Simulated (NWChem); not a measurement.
System: CH₅FOSi₂; SMILES [Si@H]1(OC[SiH2]1)F

Excerpt of the output:

```
             Northwest Computational Chemistry Package (NWChem) 7.3.0
             --------------------------------------------------------

 C1  symmetry detected

                             Geometry "geometry" -> ""
                             -------------------------

 Output coordinates in angstroms (scale by  1.889725989 to convert to a.u.)

  No.       Tag          Charge          X              Y              Z
 ---- ---------------- ---------- -------------- -------------- --------------
    1 F                    9.0000     0.43893759    -2.02336659    -0.57243171
    2 Si                  14.0000     0.06283498    -0.84696300     0.48417916
    3 O                    8.0000    -1.37356064    -0.08174057     0.08072508
    4 C                    6.0000    -1.02626135     1.22609784    -0.41162209
    5 Si                  14.0000     0.86997022     1.27778788    -0.01398504
    6 H                    1.0000    -0.00648368    -1.51999478     1.80738613
    7 H                    1.0000    -1.61871310     1.99050229     0.11781228
    8 H                    1.0000    -1.25881159     1.30599173    -1.48737430
    9 H                    1.0000     1.79295892     1.51473368    -1.16333729
   10 H                    1.0000     1.22739149     2.18485562     1.11861275

 Effective nuclear repulsion energy (a.u.)     300.1577633698

                                 NWChem DFT Module
                                 -----------------

 Summary of "ao basis" -> "ao basis" (spherical)
 ------------------------------------------------------------------------------
       Tag                 Description            Shells   Functions and Types
 ---------------- ------------------------------  ------  ---------------------
 F                         def2-tzvp                11       31   5s3p2d1f
 Si                        def2-tzvp                13       37   5s5p2d1f
 O                         def2-tzvp                11       31   5s3p2d1f
 C                         def2-tzvp                11       31   5s3p2d1f
 H                         def2-tzvp                 4        6   3s1p

            General Information
            -------------------
          SCF calculation type: DFT
          Wavefunction type:  closed shell.
          No. of atoms     :    10
          No. of electrons :    56
           Alpha electrons :    28
            Beta electrons :    28
          Charge           :     0
          Spin multiplicity:     1
          Use of symmetry is: off; symmetry adaption is: off
          Maximum number of iterations: 150
          AO basis - number of functions:   197
                     number of shells:    79
          Convergence on energy requested:  1.00D-06
          Convergence on density requested:  1.00D-05
          Convergence on gradient requested:  5.00D-04

              XC Information
              --------------
                     Hartree-Fock (Exact) Exchange  1.000
                   CAM-Becke88 Exchange Functional  1.000
                      VWN V Correlation Functional  0.190 local
              Lee-Yang-Parr Correlation Functional  0.810

           Range-Separation Parameters
           ---------------------------
           Alpha           :  0.19
           Beta            :  0.46
           Gamma           :  0.33
           Short-Range HF  :     F

             Grid Information
             ----------------
          Grid used for XC integration:  medium
          Radial quadrature: Mura-Knowles
          Angular quadrature: Lebedev.
          Tag              B.-S. Rad. Rad. Pts. Rad. Cut. Ang. Pts.
          ---              ---------- --------- --------- ---------
          F                   0.50       49          12.0       434
          Si                  1.10       88          11.0       590
          O                   0.60       49          11.0       434
          C                   0.70       49          11.0       434
          H                   0.35       45          12.0       434
          Grid pruning is: on
          Number of quadrature shells:   548
          Spatial weights used:  Erf1

      Superposition of Atomic Density Guess
      -------------------------------------

 Sum of atomic energies:        -792.04358082

      Non-variational initial energy
      ------------------------------

 Total energy =    -793.869774
 1-e energy   =   -1693.993785
 2-e energy   =     599.966248
 HOMO         =      -0.291523
 LUMO         =       0.021714

     ---------------------------------------------
      Total Density - Mulliken Population Analysis
     ---------------------------------------------

    Atom       Charge   Shell Charges
 -----------   ------   -------------------------------------------------------
    1 F    9     9.52   0.77  1.20  0.61  1.02  0.31  2.37  2.36  0.88  0.00  0.01  0.00
    2 Si  14    13.02   2.00  0.59  1.39  0.83  0.43  4.10  1.74  0.45  0.90  0.21  0.17  0.15  0.07
    3 O    8     8.67   0.79  1.18  0.59  0.96  0.24  1.98  2.18  0.72  0.00  0.02  0.00
    4 C    6     6.18   0.86  1.12  0.54  0.68  0.11  1.10  1.32  0.35  0.02  0.07  0.01
    5 Si  14    13.79   2.00  0.59  1.39  0.89  0.52  4.11  1.73  0.51  1.35  0.53  0.07  0.08  0.02
    6 H    1     1.05   0.23  0.53  0.29  0.01
    7 H    1     0.86   0.24  0.46  0.14  0.02
    8 H    1     0.86   0.24  0.46  0.14  0.02
    9 H    1     1.02   0.22  0.53  0.26  0.01
   10 H    1     1.02   0.22  0.53  0.26  0.01

[...]
```

Level: CAM-B3LYP/def2-TZVP. Geometry: optimised at PBE0/def2-SVP.

### Question
Which NWChem input produces such a log?

### Answer
Several could match; the one computed here: the input that was run:
```
start job
memory heap 200 mb stack 900 mb global 1100 mb
geometry units angstroms noautoz
  F      0.376938    -1.989914    -0.643771
  Si     0.063838    -0.840376     0.461822
  O     -1.400111    -0.076534     0.170323
  C     -1.093054     1.244533    -0.313373
  Si     0.824738     1.300794    -0.038801
  H      0.084719    -1.543578     1.770915
  H     -1.654063     1.992538     0.270897
  H     -1.395669     1.347020    -1.369605
  H      1.669500     1.570213    -1.239989
  H      1.250069     2.184602     1.088708
end
basis spherical
  * library def2-tzvp
end
dft
  xc xcamb88 1.00 lyp 0.81 vwn_5 0.19 hfexch 1.00
  cam 0.33 cam_alpha 0.19 cam_beta 0.46
  iterations 150
  semidirect filesize 400000000
  mulliken
end
task dft energy
```
